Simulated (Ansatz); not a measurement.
Isolated molecules relaxed with PBE0-D4/def2-TZVP in Ansatz; ΔE leaves out vibrations. CBS: MP2 limit from def2 TZ/QZ plus the TZ coupled-cluster correction, frozen cores. This one scheme is used for every species. Functionals use def2-TZVPP. Elements past krypton have def2 core potentials. For Ta outer-core shells are correlated without core-valence functions, which leaves a few kJ/mol of doubt a bond. One conformer a species, not always the lowest.

Reaction (formal hydrolysis of a Ta–N bond): `[NH]=[Ta]([NH2])([F])[F]` + H₂O → `[NH]=[Ta]([OH])([F])[F]` + NH₃

```tsv
level	ΔE (kcal/mol)	difference from CCSD(T)/CBS
LDA (SPW92)	-10.5	-0.6
B2PLYP	-11.5	-1.6
r2SCANh	-11.8	-1.9
BHLYP	-11.9	-2.0
LC-ωPBE	-12.0	-2.1
HF/def2-SVP	-12.5	-2.6
HF/def2-TZVPP	-12.7	-2.8
HF/def2-QZVPP	-12.6	-2.7
HF/CBS(def2)	-12.6	-2.7
CCSD/CBS(def2)	-10.0	-0.1
CCSD(T)/CBS	-9.9	0
```

Problem. What do rigid-rotor, harmonic-oscillator terms from PBE0-D4/def2-TZVP frequencies (298.15 K, 1 bar) make of the CCSD(T)/CBS value? (An estimate is asked.)

Solution. Ansatz gave: ΔZPE = +0.6 kcal/mol, ΔH = -9.4 kcal/mol, ΔS = -1 J/(mol·K), ΔG = -9.4 kcal/mol.

Largest T1 diagnostic among the species: 0.019.

In def2-TZVPP, CCSD(T) changes the Hartree–Fock value by +2.3 kcal/mol (the triples alone add +0.2 kcal/mol) and MP2 by +2.6 kcal/mol. At CCSD(T), def2-SVP lies −1.7 kcal/mol from the extrapolated value and def2-TZVPP −0.6 kcal/mol. Leaving LDA and LC-ωPBE aside and taking each functional with its dispersion term where it has one, the values, not all of them listed here, spread over 2.0 kcal/mol, from B97M-V to HSE06-D4. LDA lies +0.8 kcal/mol from PBE without D4.
